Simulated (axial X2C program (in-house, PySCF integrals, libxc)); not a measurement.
**Outer orbitals of MoSe at 2.296 Å, HF**

Calculated with an in-house all-electron X2C program for linear molecules (integrals from PySCF). Spin-free means the one-electron spin-free X2C Hamiltonian; two-component (2c) means X2C with spin–orbit coupling and atomic mean-field two-electron Coulomb and Gaunt terms, so the difference of the two also holds small scalar two-electron terms. Basis: Mo dyall-cv3z [11s12p9d5f3g], Se dyall-cv3z [8s9p6d4f1g] (cores contracted in-house); Gaussian nuclei, density fitting, unrestricted open shells. Masses: Mo 97.905 u, Se 79.917 u.

The distance is close to the 2c PBE0 minimum; the highest filled and lowest empty levels are listed.

Spin-free orbitals, state M_S = 2, Λ = 1 (beyond evenly filled blocks: σα, π+α, δ+α, δ-α) (Löwdin shares):

| symmetry | occupied | ε (eV) | atomic character |
| --- | --- | --- | --- |
| σβ | yes | -24.07 | 70% Se s, 10% Mo p, 10% Mo d |
| σα | yes | -21.53 | 67% Se s, 12% Mo d, 10% Mo p |
| π+α | yes | -11.50 | 82% Mo d, 16% Se p |
| σα | yes | -10.73 | 48% Mo d, 44% Se p, 5% Se s |
| δ+α | yes | -10.58 | 100% Mo d |
| π-α | yes | -10.54 | 90% Mo d, 7% Se p |
| δ-α | yes | -10.52 | 100% Mo d |
| σβ | yes | -10.31 | 80% Se p, 10% Mo d, 4% Mo s |
| π+β | yes | -9.99 | 78% Se p, 10% Mo d, 6% Mo f |
| π-β | yes | -9.99 | 78% Se p, 10% Mo d, 6% Mo f |
| σα | yes | -8.10 | 51% Mo s, 26% Se p, 21% Mo d |
| π+α | yes | -7.36 | 60% Se p, 18% Mo d, 15% Mo p |
| π-α | no | -0.27 | 61% Mo p, 33% Se p, 4% Mo d |
| σα | no | -0.10 | 46% Mo p, 31% Mo s, 12% Mo d |
| σβ | no | 0.11 | 70% Mo s, 28% Mo p |
| π+α | no | 0.93 | 88% Mo p, 5% Se p, 4% Mo d |

Spinors with spin–orbit coupling (state Ω = 1):

```tsv
ω	occupied	ε (eV)	atomic character	λ mixture
-1/2	yes	-24.04	69% Se s, 10% Mo p, 10% Mo d	100% σ
1/2	yes	-21.53	67% Se s, 12% Mo d, 10% Mo p	100% σ
-1/2	yes	-11.56	82% Mo d, 16% Se p	100% π
1/2	yes	-10.74	46% Se p, 45% Mo d, 4% Se s	96% σ, 4% π
-3/2	yes	-10.66	100% Mo d	100% δ
3/2	yes	-10.49	90% Mo d, 7% Se p	100% π
5/2	yes	-10.40	100% Mo d	100% δ
-1/2	yes	-10.30	79% Se p, 10% Mo d, 4% Mo s	100% σ, 0% π
1/2	yes	-10.09	75% Se p, 13% Mo d, 5% Mo f	96% π, 4% σ
-3/2	yes	-9.83	77% Se p, 11% Mo d, 6% Mo f	100% π
1/2	yes	-8.08	51% Mo s, 26% Se p, 21% Mo d	100% σ
-1/2	yes	-7.47	60% Se p, 18% Mo d, 15% Mo p	100% π
3/2	no	-0.21	62% Mo p, 32% Se p, 4% Mo d	100% π
1/2	no	-0.09	46% Mo p, 31% Mo s, 12% Mo d	100% σ
-1/2	no	0.12	70% Mo s, 28% Mo p	100% σ
-1/2	no	0.91	88% Mo p, 5% Se p, 4% Mo d	100% π
```

Task: How does the gap between the highest filled and lowest empty level change from the spin-free to the 2c table?

Result: From 7.09 to 7.26 eV at HF, a change of 0.17 eV.

Mulliken charges and populations of the two-component result (they depend on the basis, above all on diffuse functions):

Mo 0.30 e (s 8.65 p 18.19 d 14.81 f 0.04 g 0.01), Se -0.30 e (s 7.90 p 16.36 d 10.04 f 0.01). ⟨Lz⟩ = -1.00 ħ and ⟨Sz⟩ = 2.00 ħ (2.55 and -0.55 on the two atoms), which add up to Ω.

One determinant describes the state; a PBE0 search over occupations chose it and may have missed a lower one. With several unpaired electrons one determinant need not be a pure state. Open-shell Ω = 0 determinants with evenly filled partner blocks cannot be reached by this program, so the Ω shown need not be the lowest component. The determinant is spin-polarised beyond a pure state at some levels (its spin-free form has ⟨S²⟩ too high), which makes Re and μ there less reliable.
